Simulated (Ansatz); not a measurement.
VNF3H⁺, that is V(NH)F3 with one electron fewer. Total charge 1; doublet. Geometry PBE-D4/def2-SVP, that of the neutral singlet; atoms count from 1.

```tsv
atom	x (Å)	y (Å)	z (Å)
V1	0.241	0.149	-0.333
N2	-0.647	-0.400	0.895
H3	-1.213	-0.750	1.679
F4	1.885	0.253	0.189
F5	-0.355	1.708	-0.780
F6	0.089	-0.960	-1.650
```

**Question.** Estimate the Mulliken populations from the PBE0/def2-TZVP orbitals of Ansatz.

**Answer.** 
```csv
atom,charge (e),spin (α − β),d electrons
V1,1.82,-0.09,2.89
N2,-0.36,0.95,–
H3,0.36,-0.02,–
F4,-0.29,-0.01,–
F5,-0.27,0.09,–
F6,-0.27,0.09,–
```
Mulliken values depend strongly on the basis.

**Question.** Where does the spin sit?

**Answer.** Summed by element: V -0.09, N 0.95, H -0.02, F 0.16, of 1 unpaired in all. Largest on single atoms: N2 0.95, V1 -0.09, F5 0.09.

**Question.** And the Mayer bond orders between heavy atoms (over 0.3)?

**Answer.** V1–N2 1.47 (1.61 Å); V1–F4 1.02 (1.73 Å); V1–F5 1.05 (1.73 Å); V1–F6 1.05 (1.73 Å).
